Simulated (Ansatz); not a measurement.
Z-matrix (Å, degrees):
```
Ge
Cl 1 2.168
B 1 2.053 2 111.0
H 1 1.539 2 105.7 3 122.5
H 1 1.539 2 105.7 3 -122.5
H 3 1.191 1 121.6 2 -0.2
H 3 1.195 1 118.7 2 179.8
```

Total charge 0; spin multiplicity 1.

Problem. List the B3LYP/def2-TZVPP orbital energies in eV (the Gaussian-basis code of Ansatz). (Estimate.)

Solution. Computed: Occupied: -10850.84, -2761.97, -1355.20, -1206.13, -1206.09, -1206.08, -256.71, -195.74, -195.59, -195.58, -184.87, -169.74, -120.06, -119.96, -119.92, -33.62, -33.56, -33.52, -33.45, -33.44, -21.91, -15.78, -13.64, -10.68, -10.24, -9.84, -9.33, -8.31, -7.98. Lowest empty: -3.04, -0.38, 0.51, 1.29, 1.86, 2.31, 2.62, 2.96.

B3LYP here is the variant with VWN-RPA as its local correlation; programs differ in this.
